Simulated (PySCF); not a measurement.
Compound: BrCl3Si.
Z-matrix (Å and degrees, PBE0-D3(BJ)/def2-SVP geometry), rows numbered from 1:
```
Cl
Si  1  2.0362
Cl  2  2.0373  1  109.29
Cl  2  2.0375  1  109.23  3   119.30
Br  2  2.1921  1  109.35  3  -120.23
```

Theory: PBE0-D3(BJ)/def2-SVP geometry optimisation, gas phase in PySCF.

Masses are those of the commonest isotopes; rigid-rotor values at the optimised geometry. 

(1) Give the principal moments of inertia and the rotational constants in MHz.

(2) What kind of rotor is it?

(3) Where do the R-branch lines fall?

(4) Estimate the classical rotational partition function at 25 K, 200 K and 298.15 K.

Results:

(1) Ia = 385.66, Ib = 573.52, Ic = 573.87 u·Å²; 505379 MHz·u·Å²/I gives A = 1310, B = 881.2, C = 880.6 MHz.

(2) A prolate symmetric top, as the point group C3v requires two equal moments: κ = (2 × 881.2 − 1310 − 880.6)/(1310 − 880.6) = -1.00.

(3) The dipole of 0.18 D lies along the symmetry axis, so ΔK = 0 and J+1 ← J falls at 2B(J+1) for every K: 1.76 GHz, 3.52 GHz, 5.29 GHz, 7.05 GHz, 8.81 GHz for J = 0 to 4.

(4) Point group C3v, symmetry number σ = 3; q = (√π/σ)·√((kT/h)³/(ABC)), k/h = 20836.6 MHz/K: 6970 at 25 K, 158000 at 200 K, 287000 at 298.15 K.

No PBE0-D3(BJ)/def2-SVP frequencies stand behind this structure, so it isn't proved a minimum. These are rigid-rotor constants of the computed structure; measured ground-state constants (B0) also hold zero-point vibration.
